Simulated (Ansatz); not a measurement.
Ansatz (an electronic-structure program) input file for SiFI3, SMILES F[Si](I)(I)I, PBE-D3(BJ)/def2-SVP. 

Ansatz 0.2 input:
```yaml
crystal:
  periodic: [false, false, false]
  atoms:
    - {symbol: F, position_ang: [0.00000000, -0.00000000, 2.17783188]}
    - {symbol: Si, position_ang: [0.00000000, -0.00000000, 0.56016307]}
    - {symbol: I, position_ang: [2.01876341, 1.16553360, -0.17259604]}
    - {symbol: I, position_ang: [-0.00000000, -2.33106720, -0.17259604]}
    - {symbol: I, position_ang: [-2.01876341, 1.16553360, -0.17259604]}
basis:
  gaussian:
    orbitals: def2-SVP
hamiltonian:
  xc: pbe
  dispersion: d3bj
relax: {f_tol: 0.002, max_steps: 200}
```

Output:

```
WARN ansatz: RAYON_NUM_THREADS=1 ignored (pool sized by the plan → 1); use --threads N
Functional definition: PBE
integrals: 0.07 GiB planned
1292 factors; their error is unknown
mean field: 0.32 GiB planned
mean field evaluation 1: about -34887.9670 eV, gradient 3.1e1 eV
mean field evaluation 2: about -34878.8052 eV, gradient 8.2e1 eV
mean field evaluation 4: about -34889.5036 eV, gradient 3.3e0 eV
mean field evaluation 8: about -34889.5302 eV, gradient 2.5e-1 eV
mean field evaluation 16: about -34889.4908 eV, gradient 4.6e-5 eV
mean field -34889.49078557 eV, -1282.1651374234 hartree, gradient 4.6e-5 eV, S^2 0.000000; 0 other end points of the search recorded, 0 dependent functions left out
the calculation of the forces begins
reference -34889.49081641 eV, -1282.1651385568 hartree; 49, 49 occupied and 61, 61 virtual orbitals, 1292 factors
relax step   1: F+E_penalty+E_count = -34889.74466277 eV  Δ(F+E_penalty+E_count) = +0.000e0 eV  max|allowed force component| = 4.430e-1 eV/Å  Δτ_max = 0.0000 Å  (28 SCF iters, accepted)
these checks for a lower state are left out or cut short: starts, cluster_reference, orbital_swaps, neighbouring_geometries, increment
integrals: 0.07 GiB planned
1292 factors; their error is unknown
mean field: 0.32 GiB planned
mean field -34889.49298215 eV, -1282.1652181462 hartree, gradient 2.0e-5 eV, S^2 0.000000; 0 other end points of the search recorded, 0 dependent functions left out
the calculation of the forces begins
reference -34889.49301301 eV, -1282.1652192802 hartree; 49, 49 occupied and 61, 61 virtual orbitals, 1292 factors
relax step   2: F+E_penalty+E_count = -34889.74659266 eV  Δ(F+E_penalty+E_count) = -1.930e-3 eV  max|allowed force component| = 2.756e-1 eV/Å  Δτ_max = 0.0093 Å  (29 SCF iters, accepted)
these checks for a lower state are left out or cut short: starts, cluster_reference, orbital_swaps, neighbouring_geometries, increment
integrals: 0.07 GiB planned
1292 factors; their error is unknown
mean field: 0.32 GiB planned
mean field evaluation 32: about -34889.4941 eV, gradient 2.1e-5 eV
mean field -34889.49405944 eV, -1282.1652577359 hartree, gradient 2.1e-5 eV, S^2 0.000000; 0 other end points of the search recorded, 0 dependent functions left out
the calculation of the forces begins
reference -34889.49409028 eV, -1282.1652588693 hartree; 49, 49 occupied and 61, 61 virtual orbitals, 1292 factors
relax step   3: F+E_penalty+E_count = -34889.74762822 eV  Δ(F+E_penalty+E_count) = -1.036e-3 eV  max|allowed force component| = 2.527e-2 eV/Å  Δτ_max = 0.0044 Å  (29 SCF iters, accepted)
these checks for a lower state are left out or cut short: starts, cluster_reference, orbital_swaps, neighbouring_geometries, increment
integrals: 0.07 GiB planned
1292 factors; their error is unknown
mean field: 0.32 GiB planned
mean field -34889.49404270 eV, -1282.1652571208 hartree, gradient 2.3e-5 eV, S^2 0.000000; 0 other end points of the search recorded, 0 dependent functions left out
the calculation of the forces begins
reference -34889.49407354 eV, -1282.1652582541 hartree; 49, 49 occupied and 61, 61 virtual orbitals, 1292 factors
relax step   4: F+E_penalty+E_count = -34889.74763831 eV  Δ(F+E_penalty+E_count) = -1.009e-5 eV  max|allowed force component| = 2.266e-4 eV/Å  Δτ_max = 0.0007 Å  (20 SCF iters, accepted)
integrals: 0.07 GiB planned
1292 factors; their error is unknown
mean field: 0.32 GiB planned
mean field -34889.49404270 eV, -1282.1652571208 hartree, gradient 2.3e-5 eV, S^2 0.000000; 1 other end points of the search recorded, 0 dependent functions left out
the calculation of the forces begins
reference -34889.49407354 eV, -1282.1652582541 hartree; 49, 49 occupied and 61, 61 virtual orbitals, 1292 factors
Total energy: -34889.74766915 eV, -1282.1745777208 hartree
Atom 0 at     0.000000     0.000023     2.189983 Å, force     0.000000    -0.000154     0.000081 eV/Å
Atom 1 at    -0.000000    -0.000028     0.559034 Å, force    -0.000000     0.000139    -0.000205 eV/Å
Atom 2 at     2.019251     1.165843    -0.176265 Å, force     0.000227     0.000088     0.000004 eV/Å
Atom 3 at     0.000000    -2.331681    -0.176280 Å, force     0.000000    -0.000160     0.000116 eV/Å
Atom 4 at    -2.019251     1.165843    -0.176265 Å, force    -0.000227     0.000088     0.000004 eV/Å
Dipole moment:     0.000000    -0.000040    -0.200890 e Å
```

Self-consistency was reached.
